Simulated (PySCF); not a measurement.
H8NSi2, SMILES [SiH3][NH2+][SiH3], charge +1.

The structure is a stationary point at PBE0-D3(BJ)/def2-SVP. The isomer is the one that the SMILES or the coordinates give; other isomers of the formula were not compared.

Calculation: PBE/def2-TZVPD (PySCF).

Symmetry labels are those of the subgroup C2 that the program uses (full group C2).

Computed valence orbital energies around the gap with their symmetry:
| orbital | symmetry | energy (eV) |
|---|---|---|
| HOMO−7 | A | -19.07 |
| HOMO−6 | B | -18.88 |
| HOMO−5 | A | -16.13 |
| HOMO−4 | B | -15.01 |
| HOMO−3 | B | -13.75 |
| HOMO−2 | A | -13.70 |
| HOMO−1 | A | -13.56 |
| HOMO | B | -13.44 |
| LUMO | A | -6.64 |
| LUMO+1 | A | -5.14 |
| LUMO+2 | B | -4.98 |
| LUMO+3 | A | -4.50 |
